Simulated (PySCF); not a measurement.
## Al (aluminium, neutral) across methods

[Ne] 3s2 3p1, 2P determinant. Computed with PySCF 2.14 in aug-cc-pwCVDZ (6s5p3d, 36 functions), with no relativity, point nucleus.

| method | E (hartree) | mean ε 3s α (eV) | mean ε 3s β (eV) | mean ε 3p α (eV) | Σ⟨r²⟩ (bohr²) | ⟨S²⟩ |
| --- | --- | --- | --- | --- | --- | --- |
| r2SCAN | -242.3286 | -8.068 | -7.396 | -3.356 | 32.72 | 0.762 |
| revPBE | -242.3116 | -7.864 | -7.263 | -3.114 | 32.98 | 0.756 |
| PBE | -242.2244 | -7.907 | -7.312 | -3.101 | 32.93 | 0.755 |
| UHF | -241.87428 | -11.597 | -9.915 | -5.918 | 33.41 | 0.769 |
| LDA | -241.3075 | -8.024 | -7.443 | -3.024 | 33.01 | 0.752 |
| PBE0 | -242.2473 | -8.995 | -8.189 | -3.911 | 32.73 | 0.757 |
| PW91 | -242.3414 | -7.947 | -7.347 | -3.127 | 32.90 | 0.755 |
| wB97X-V | -242.3154 | -11.330 | -10.359 | -5.731 | 32.66 | 0.755 |
| r2SCAN0 | -242.3269 | -9.083 | -8.225 | -4.093 | 32.65 | 0.762 |
